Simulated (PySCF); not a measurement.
## Calculated data, C2H5AlSi, CH4AlFN, CH6AlN2, CH5Al2N

All values are calculated (PySCF 2.14.0). Calculation on a computer-drawn molecule: the log of a Hartree-Fock and frozen-core CCSD(T) single point meant for a local Hartree-Fock minimum, with one planted fault or none, to be diagnosed. Offsets are logged minus clean, where the clean run is the same molecule without the fault. The reference is restricted for singlets and unrestricted otherwise, and also for a bond in bohr or an excited solution. Adding or removing an electron swaps singlet and doublet. The excited solution moves the top pair (singlet) or top alpha electron (doublet) to the lowest empty orbital. Highest occupied and lowest empty are orbital energies over both spins, largest force is the largest gradient component, triples share is (T) over the correlation energy, the T1 limit is 0.02 restricted and 0.045 unrestricted, electrons count all cores, a negative frequency is imaginary (commonest isotopes), and the dipole is about the centre of nuclear charge.

Common to all runs: meant basis cc-pV(D+d)Z; logged SCF converged yes; possible faults no fault, one electron removed, one electron added, multiplicity raised by two, geometry at a saddle point, SCF held on an excited solution, minimal basis STO-3G, one bond length entered in bohr, all coordinates scaled.

(1) C2H5AlSi

Logged structure:
```xyz
9
C2H5AlSi
C     -0.8356    -0.9746    -1.0638
C     -0.6726     0.4100    -0.4391
Al     0.1767     1.9327    -1.3842
Si    -1.1979     0.8096     1.1355
H     -1.3247    -1.6985    -0.4063
H     -1.4283    -0.9239    -1.9822
H      0.1350    -1.3974    -1.3406
H     -1.0023     2.1723     1.6647
H     -1.8657    -0.0866     2.1011
```

```
meant charge                         : 0
meant multiplicity                   : 1
logged electrons                     : 44
logged basis functions               : 99
logged spin squared                  : 2.1624
logged highest occupied              : -5.924 eV
logged lowest empty                  : 0.45907 eV
logged largest force                 : 0.012013 hartree/bohr
logged T1 diagnostic                 : 0.035921
logged D1 diagnostic                 : 0.13997
logged triples share                 : 0.038835
logged CC converged                  : yes
logged dipole magnitude              : 1.0723 debye
logged SCF stable within its kind    : yes
logged energy HF                     : -609.37636 hartree
logged energy CCSD(T)                : -609.84843 hartree
planted fault                        : multiplicity raised by two
HF energy offset from clean run      : 30.98 kcal/mol
CCSD(T) energy offset from clean run : 46.94 kcal/mol
```

Drawn bonds:
| atom | other atom | order |
| --- | --- | --- |
| 1 | 2 | 1 |
| 2 | 3 | 1 |
| 2 | 4 | 2 |
| 1 | 5 | 1 |
| 1 | 6 | 1 |
| 1 | 7 | 1 |
| 4 | 8 | 1 |
| 4 | 9 | 1 |

(2) CH4AlFN

Logged structure:
```xyz
8
CH4AlFN
C     -1.4148     0.5498    -0.5287
N     -0.4702    -0.2841    -1.3467
Al     0.3775    -1.7117    -0.9089
F      1.1708    -3.0622    -0.4766
H     -1.0195     1.5727    -0.4346
H     -1.5284     0.1222     0.4806
H     -2.4026     0.5738    -1.0136
H     -0.3490     0.0931    -2.2867
```

```
meant charge                         : 1
meant multiplicity                   : 1
logged electrons                     : 38
logged basis functions               : 85
logged spin squared                  : 0
logged highest occupied              : -16.438 eV
logged lowest empty                  : -5.2452 eV
logged largest force                 : 0.011365 hartree/bohr
logged T1 diagnostic                 : 0.015156
logged D1 diagnostic                 : 0.045854
logged triples share                 : 0.0239
logged CC converged                  : yes
logged dipole magnitude              : 1.8194 debye
logged SCF stable within its kind    : yes
logged energy HF                     : -435.81966 hartree
logged energy CCSD(T)                : -436.40977 hartree
planted fault                        : all coordinates scaled, by +1.2 %
HF energy offset from clean run      : 0.7528 kcal/mol
CCSD(T) energy offset from clean run : -0.9287 kcal/mol
```

Drawn bonds:
| atom | other atom | order |
| --- | --- | --- |
| 1 | 2 | 1 |
| 2 | 3 | 1 |
| 3 | 4 | 1 |
| 1 | 5 | 1 |
| 1 | 6 | 1 |
| 1 | 7 | 1 |
| 2 | 8 | 1 |

(3) CH6AlN2

Logged structure:
```xyz
10
CH6AlN2
C      0.9723     0.0259    -1.2960
N      2.1959     0.2513    -0.5503
Al     2.4940     0.2114     1.2010
N      1.1543    -0.1501     2.3063
H      0.6744     0.9029    -1.8814
H      1.0559    -0.8206    -1.9866
H      0.1496    -0.1979    -0.6139
H      2.9629     0.4576    -1.1636
H      0.2032    -0.3430     2.0513
H      1.2446    -0.1908     3.3040
```

```
meant charge                         : 0
meant multiplicity                   : 2
logged electrons                     : 39
logged basis functions               : 95
logged spin squared                  : 3.7635
logged highest occupied              : -3.6602 eV
logged lowest empty                  : 0.33774 eV
logged largest force                 : 0.096935 hartree/bohr
logged T1 diagnostic                 : 0.032812
logged D1 diagnostic                 : 0.21108
logged triples share                 : 0.026254
logged CC converged                  : yes
logged dipole magnitude              : 6.8137 debye
logged SCF stable within its kind    : yes
logged energy HF                     : -392.06717 hartree
logged energy CCSD(T)                : -392.6231 hartree
planted fault                        : multiplicity raised by two
HF energy offset from clean run      : 95.38 kcal/mol
CCSD(T) energy offset from clean run : 116.4 kcal/mol
```

Drawn bonds:
| atom | other atom | order |
| --- | --- | --- |
| 1 | 2 | 1 |
| 2 | 3 | 1 |
| 3 | 4 | 1 |
| 1 | 5 | 1 |
| 1 | 6 | 1 |
| 1 | 7 | 1 |
| 2 | 8 | 1 |
| 4 | 9 | 1 |
| 4 | 10 | 1 |

(4) CH6AlN2

Structure as in entry 3.

```
meant charge                      : 0
meant multiplicity                : 2
logged electrons                  : 39
logged basis functions            : 95
logged spin squared               : 0.7603
logged highest occupied           : -3.3733 eV
logged lowest empty               : -1.4796 eV
logged largest force              : 0.026819 hartree/bohr
logged dipole magnitude           : 1.5359 debye
logged SCF stable within its kind : no
logged energy HF                  : -392.05623 hartree
planted fault                     : SCF held on an excited solution
HF energy offset from clean run   : 102.2 kcal/mol
```

Drawn bonds:
| atom | other atom | order |
| --- | --- | --- |
| 1 | 2 | 1 |
| 2 | 3 | 1 |
| 3 | 4 | 1 |
| 1 | 5 | 1 |
| 1 | 6 | 1 |
| 1 | 7 | 1 |
| 2 | 8 | 1 |
| 4 | 9 | 1 |
| 4 | 10 | 1 |

Notes: coupled-cluster numbers left out as unreliable.

(5) CH5Al2N

Logged structure:
```xyz
9
CH5Al2N
C     -0.7333    -0.8609     0.4635
N     -0.1720     0.4984     0.5613
Al     0.3643     1.3028    -0.9816
Al    -0.0230     1.3258     2.1371
H     -0.1496    -1.5899     1.0321
H     -1.7632    -0.9089     0.8276
H     -0.7534    -1.2200    -0.5731
H      0.5970     2.7810     2.0984
H     -0.4868     0.6339     3.4788
```

```
meant charge                         : 0
meant multiplicity                   : 1
logged electrons                     : 43
logged basis functions               : 99
logged spin squared                  : 0.7625
logged highest occupied              : -15.372 eV
logged lowest empty                  : -6.4395 eV
logged largest force                 : 0.042887 hartree/bohr
logged T1 diagnostic                 : 0.021829
logged D1 diagnostic                 : 0.085292
logged triples share                 : 0.032138
logged CC converged                  : yes
logged dipole magnitude              : 6.5871 debye
logged SCF stable within its kind    : yes
logged energy HF                     : -578.83255 hartree
logged energy CCSD(T)                : -579.29304 hartree
planted fault                        : one electron removed
HF energy offset from clean run      : 166.4 kcal/mol
CCSD(T) energy offset from clean run : 186.5 kcal/mol
```

Drawn bonds:
| atom | other atom | order |
| --- | --- | --- |
| 1 | 2 | 1 |
| 2 | 3 | 1 |
| 2 | 4 | 1 |
| 1 | 5 | 1 |
| 1 | 6 | 1 |
| 1 | 7 | 1 |
| 4 | 8 | 1 |
| 4 | 9 | 1 |
